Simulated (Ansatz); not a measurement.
```tsv
atom	x (Å)	y (Å)	z (Å)
C	1.3900	0.0000	0.0000
C	0.6950	1.2038	0.0000
C	-0.6950	1.2038	0.0000
C	-1.3900	0.0000	0.0000
C	-0.6950	-1.2038	0.0000
C	0.6950	-1.2038	0.0000
H	1.2375	2.1434	0.0000
H	-2.4750	0.0000	0.0000
H	1.2375	-2.1434	0.0000
```

Basis set: def2-TZVP (spherical functions). Charge 0, multiplicity 2.

Computed with Ansatz (development build ahead of 0.2.0); each method stands on the lowest determinant of its kind that the runs found. Restricted functionals stand beside restricted open-shell atoms, which can lie above the unrestricted atoms usual in DFT and then raise those values.

The atomization energy at this shape (free ground-state atoms in the same class of orbitals less the molecule, no zero-point energy) of doublet C₆H₃:

```tsv
method	atomization energy
ωB97X (unrestricted)	4229.0 kJ/mol
PBE0 (unrestricted)	4347.1 kJ/mol
PBE0 (restricted open-shell)	4307.7 kJ/mol
ROHF	2869.8 kJ/mol
```

Problem. What does UHF give?

Solution. 3104.7 kJ/mol. Caution for ωB97X (unrestricted), UHF: the unrestricted determinant is a mixture of spin states. Caution for PBE0 (unrestricted): the unrestricted determinant is spin contaminated. Caution for PBE0 (restricted open-shell), ROHF: an unrestricted determinant lies well below.

The shape needn't be a minimum at these levels.
